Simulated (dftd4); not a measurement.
H2B3Cl3N3 (SMILES ClB1[N]B(Cl)NB(Cl)N1), doublet, geometry from GFN2-xTB; D4 for bp86 (dftd4).

Here is a job for dftd4.
```
$ dftd4 mol.xyz --func bp86 --charge 0 --json dftd4.json --noedisp --property

# file mol.xyz
11

Cl     3.07597470    -0.77040127    -0.22727612
B      1.43084333    -0.29369213    -0.10388484
N      0.96159972     0.99837247    -0.03585883
B     -0.34415575     1.42193598     0.06336139
Cl    -0.87855374     3.05185431     0.14533252
N     -1.33340479     0.36585973     0.09942782
B     -0.95919836    -0.99587928     0.03576928
Cl    -2.15816795    -2.24069894     0.08047982
N      0.41266650    -1.32180818    -0.06509275
H     -2.30512899     0.63343657     0.17191337
H      0.71435169    -2.28504715    -0.11259200
```

Write the output that dftd4 gives for this input, abridged.


```
                    ____  _____ _____     ____  _  _
      -------------|  _ \|  ___|_   _|---|  _ \| || |------------
     |             | | | | |_    | | ___ | | | | || |_           |
     |             | |_| |  _|   | ||___|| |_| |__   _|          |
     |             |____/|_|     |_|     |____/   |_|            |
     |             ===================================           |
     |            E. Caldeweyher, S. Ehlert & S. Grimme          |
     |          Mulliken Center for Theoretical Chemistry        |
     |                    University of Bonn                     |
      -----------------------------------------------------------

Rational (Becke-Johnson) damping: bp86-D4-ATM
---------------------
  s6         1.0000
  s8         3.3550
  s9         1.0000
  a1         0.4365
  a2         4.9241
 alp        16.0000
--------------------

Atomic data, radii in Ångström:
------------------------------------------------------
   Z          R(cov)      r4/r2   hardness         EN
------------------------------------------------------
  17 Cl       1.3200     1.9735     0.4312     3.1600
   5 B        1.0267     1.9286     0.3395     2.0400
   7 N        0.9467     1.4350     0.5044     3.0400
   1 H        0.4267     1.0622     0.4726     2.2000
------------------------------------------------------

Atomic reference systems (in atomic units):
----------------------------------------------------------------------------
   Z        #      CN     q+Z       C6(AA)   #      CN     q+Z       C6(AA)
----------------------------------------------------------------------------
  17 Cl     1  0.0000 17.0000      92.6806   2  0.8444 16.8495     101.8771
   5 B      1  0.0000  5.0000     108.2943   2  0.9302  4.8954      83.5174
            3  1.8632  4.7985      66.2710   4  2.7915  4.7178      46.1170
            5  4.4133  4.6596      44.5254
   7 N      1  0.0000  7.0000      25.3714   2  0.8583  6.6470      32.5496
            3  1.8399  6.6987      28.5877   4  2.5804  6.1757      42.3910
            5  0.9809  7.0000      18.1534
   1 H      1  0.0000  1.0000       7.6362   2  0.8942  1.0000       3.0374
----------------------------------------------------------------------------

Atomic properties (in atomic units):
----------------------------------------------------------------------------
     #    Z              CN          q      C6(AA)        C8(AA)   alpha(0)
----------------------------------------------------------------------------
     1   17 Cl       0.8485    -0.0320     98.1896     4096.8185    15.1469
     2    5 B        2.5282     0.1758     33.2402     1324.5035     9.6293
     3    7 N        1.7060    -0.2233     26.4346      583.1684     7.6284
     4    5 B        2.5282     0.1758     33.2402     1324.5035     9.6293
     5   17 Cl       0.8485    -0.0320     98.1896     4096.8185    15.1469
     6    7 N        2.5724    -0.3345     26.8201      591.6737     7.7526
     7    5 B        2.5247     0.1467     34.0411     1356.4146     9.7532
     8   17 Cl       0.8507    -0.0432     98.5263     4110.8690    15.1729
     9    7 N        2.5724    -0.3345     26.8201      591.6737     7.7526
    10    1 H        0.8602     0.2506      0.8809       10.6490     1.4703
    11    1 H        0.8602     0.2506      0.8809       10.6490     1.4703
----------------------------------------------------------------------------

Molecular properties (in atomic units):
----------------------------------------
 molecular C6                4147.7770
 molecular C8              144866.5191
----------------------------------------

Dispersion energy:      -2.1816206927871E-02 Eh

[Info] JSON dump of results written to 'dftd4.json'
```
